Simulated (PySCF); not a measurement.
SMILES O=C/N=C\[C@H]1OCC1=O, C5H5NO3

Molfile (atoms numbered from 1):
```
C5H5NO3
     RDKit          3D

 14 14  0  0  0  0  0  0  0  0999 V2000
    1.5497    0.3823   -1.5680 O   0  0  0  0  0  0  0  0  0  0  0  0
    1.9216    0.1040   -0.4589 C   0  0  0  0  0  0  0  0  0  0  0  0
    1.5831   -1.0134    0.2348 N   0  0  0  0  0  0  0  0  0  0  0  0
    0.6283   -1.2484    1.0041 C   0  0  0  0  0  0  0  0  0  0  0  0
   -0.4200   -0.2274    1.3385 C   0  0  1  0  0  0  0  0  0  0  0  0
   -0.0945    1.0808    0.8696 O   0  0  0  0  0  0  0  0  0  0  0  0
   -1.1256    1.0762   -0.1267 C   0  0  0  0  0  0  0  0  0  0  0  0
   -1.6062   -0.2630    0.3636 C   0  0  0  0  0  0  0  0  0  0  0  0
   -2.4855   -1.0277    0.1361 O   0  0  0  0  0  0  0  0  0  0  0  0
    2.7347    0.6514    0.0585 H   0  0  0  0  0  0  0  0  0  0  0  0
    0.5231   -2.2326    1.4449 H   0  0  0  0  0  0  0  0  0  0  0  0
   -0.6774   -0.2537    2.4013 H   0  0  0  0  0  0  0  0  0  0  0  0
   -1.8198    1.9122   -0.0189 H   0  0  0  0  0  0  0  0  0  0  0  0
   -0.7122    1.0588   -1.1411 H   0  0  0  0  0  0  0  0  0  0  0  0
  1  2  2  0
  2  3  1  0
  3  4  2  0
  4  5  1  0
  5  6  1  0
  6  7  1  0
  7  8  1  0
  8  9  2  0
  8  5  1  0
  2 10  1  0
  4 11  1  0
  5 12  1  1
  7 13  1  0
  7 14  1  0
M  END
```

Method used: GIAO B3LYP/pcSseg-1 magnetisability, rotational g tensor and spin-rotation constants, non-relativistic, gas phase in PySCF. Geometry: GFN2-xTB.

(1) Give the nuclear spin-rotation constants along the inertial axes (H = +C I·J) beside the isotropic shieldings.

Results:

(1) Rotational constants 2.8849, 1.3951, 1.2366 GHz. A star marks the isotopologue with that one atom substituted, in its own axes.
```tsv
atom	isotope	Caa (kHz)	Cbb (kHz)	Ccc (kHz)	mean (kHz)	σ (ppm)
N3	14N	0.701	0.374	0.136	0.404	-145.0
H10	1H	0.009	-0.112	0.027	-0.025	22.2
H11	1H	-0.258	0.113	-0.125	-0.090	24.5
H12	1H	-0.162	-0.108	-0.007	-0.092	26.1
H13	1H	-0.146	-0.005	-0.108	-0.087	26.5
H14	1H	-0.110	-0.078	-0.037	-0.075	25.6
O1	17O*	-0.667	-0.837	-0.573	-0.693	-132.3
C2	13C*	1.120	0.529	0.465	0.705	9.3
C4	13C*	1.031	0.627	0.308	0.655	29.2
C5	13C*	0.915	0.342	0.362	0.540	73.3
O6	17O*	-0.219	-0.047	-0.122	-0.129	311.6
C7	13C*	0.783	0.374	0.308	0.489	87.6
C8	13C*	1.070	0.750	0.477	0.765	-23.4
O9	17O*	-1.632	-0.908	-0.654	-1.065	-318.5
```
For the geometry as given, no vibrational averaging.
